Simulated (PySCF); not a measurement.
Can point charges reproduce the dipole moment of `Cc1ccnnc1C`?

Coordinates (GFN2-xTB, Å) and charges (e) from the PBE0/pcSseg-1 density (PySCF):

```json
{"atom": "C1", "x": "-0.731", "y": "1.656", "z": "0.075", "Mulliken": "-0.1082", "IAO": "-0.4285", "Hirshfeld": "-0.1104", "ESP-fitted": "-0.5900"}
{"atom": "C2", "x": "0.195", "y": "0.485", "z": "0.078", "Mulliken": "-0.3626", "IAO": "+0.0112", "Hirshfeld": "+0.0165", "ESP-fitted": "+0.1655"}
{"atom": "C3", "x": "1.556", "y": "0.621", "z": "0.282", "Mulliken": "-0.0432", "IAO": "-0.1644", "Hirshfeld": "-0.0448", "ESP-fitted": "-0.4394"}
{"atom": "C4", "x": "2.334", "y": "-0.534", "z": "0.267", "Mulliken": "+0.1292", "IAO": "-0.0385", "Hirshfeld": "+0.0048", "ESP-fitted": "+0.4173"}
{"atom": "N5", "x": "1.823", "y": "-1.731", "z": "0.066", "Mulliken": "-0.2219", "IAO": "-0.1592", "Hirshfeld": "-0.1173", "ESP-fitted": "-0.3963"}
{"atom": "N6", "x": "0.545", "y": "-1.869", "z": "-0.127", "Mulliken": "-0.2563", "IAO": "-0.1690", "Hirshfeld": "-0.1091", "ESP-fitted": "-0.3265"}
{"atom": "C7", "x": "-0.270", "y": "-0.830", "z": "-0.128", "Mulliken": "+0.0362", "IAO": "+0.1186", "Hirshfeld": "+0.0622", "ESP-fitted": "+0.5584"}
{"atom": "C8", "x": "-1.715", "y": "-1.127", "z": "-0.359", "Mulliken": "-0.1628", "IAO": "-0.4358", "Hirshfeld": "-0.1194", "ESP-fitted": "-0.5630"}
{"atom": "H9", "x": "-1.245", "y": "1.730", "z": "-0.883", "Mulliken": "+0.1404", "IAO": "+0.1589", "Hirshfeld": "+0.0526", "ESP-fitted": "+0.1629"}
{"atom": "H10", "x": "-0.185", "y": "2.579", "z": "0.253", "Mulliken": "+0.1237", "IAO": "+0.1518", "Hirshfeld": "+0.0511", "ESP-fitted": "+0.1986"}
{"atom": "H11", "x": "-1.490", "y": "1.541", "z": "0.848", "Mulliken": "+0.1402", "IAO": "+0.1588", "Hirshfeld": "+0.0526", "ESP-fitted": "+0.1631"}
{"atom": "H12", "x": "2.003", "y": "1.591", "z": "0.448", "Mulliken": "+0.0795", "IAO": "+0.1567", "Hirshfeld": "+0.0573", "ESP-fitted": "+0.1890"}
{"atom": "H13", "x": "3.403", "y": "-0.501", "z": "0.421", "Mulliken": "+0.1023", "IAO": "+0.1639", "Hirshfeld": "+0.0569", "ESP-fitted": "+0.0188"}
{"atom": "H14", "x": "-2.312", "y": "-0.798", "z": "0.490", "Mulliken": "+0.1316", "IAO": "+0.1513", "Hirshfeld": "+0.0484", "ESP-fitted": "+0.1533"}
{"atom": "H15", "x": "-1.841", "y": "-2.197", "z": "-0.494", "Mulliken": "+0.1405", "IAO": "+0.1730", "Hirshfeld": "+0.0504", "ESP-fitted": "+0.1347"}
{"atom": "H16", "x": "-2.074", "y": "-0.607", "z": "-1.246", "Mulliken": "+0.1313", "IAO": "+0.1512", "Hirshfeld": "+0.0483", "ESP-fitted": "+0.1534"}
```

Task: What dipole does each set of charges give (1 e·Å = 4.803 D), and what does the density give?

Result: The full density gives (-1.44, 4.35, 0.27) D, 4.59 D in size; dipole vectors point from the negative to the positive end.

| scheme | μx | μy | μz | size (D) | share of the full size (%) | angle to the full dipole (°) |
| --- | --- | --- | --- | --- | --- | --- |
| Mulliken | -3.68 | 4.45 | -0.03 | 5.77 | 126 | 22 |
| IAO | -1.30 | 3.29 | 0.18 | 3.54 | 77 | 3 |
| Hirshfeld | -1.01 | 2.27 | 0.11 | 2.49 | 54 | 6 |
| ESP-fitted | -1.40 | 4.33 | 0.27 | 4.56 | 99 | 0 |

Task: Which set comes closest?

Result: Length of the difference vector: ESP-fitted 0.05 D, IAO 1.08 D, Hirshfeld 2.13 D, Mulliken 2.26 D. Closest: ESP-fitted. ESP charges are fitted to the potential around the molecule, whose slowest-falling term is the dipole's. 

Task: What is left for the Hirshfeld atoms' own dipoles?

Result: The shares of the density sum to the whole, so what Σ q r misses lies in dipoles about the nuclei. The atomic dipoles sum to (-1.44, 4.35, 0.27) − (-1.01, 2.27, 0.11) = (-0.43, 2.08, 0.16) D, 2.13 D in size.

Task: With the origin at the mean of the coordinates, (0.000, 0.001, -0.001) Å, which are the largest single terms, by size, of the Hirshfeld dipole along the direction of the full one?

Result: N5 +1.25, N6 +1.02, C1 -0.96, H10 +0.62, H9 +0.50 D; all 16 atoms together +2.47 D. The single terms depend on the origin, their sum doesn't.

Task: Give the size of the full dipole in other units.

Result: 4.59 D = 1.807 au = 0.956 e·Å = 15.32 × 10⁻³⁰ C·m.

Isolated species at its GFN2-xTB geometry, gas phase.

The run behind these numbers computed NMR shieldings as well. Rough CPU time on one thread of a shared machine: about 70 s.
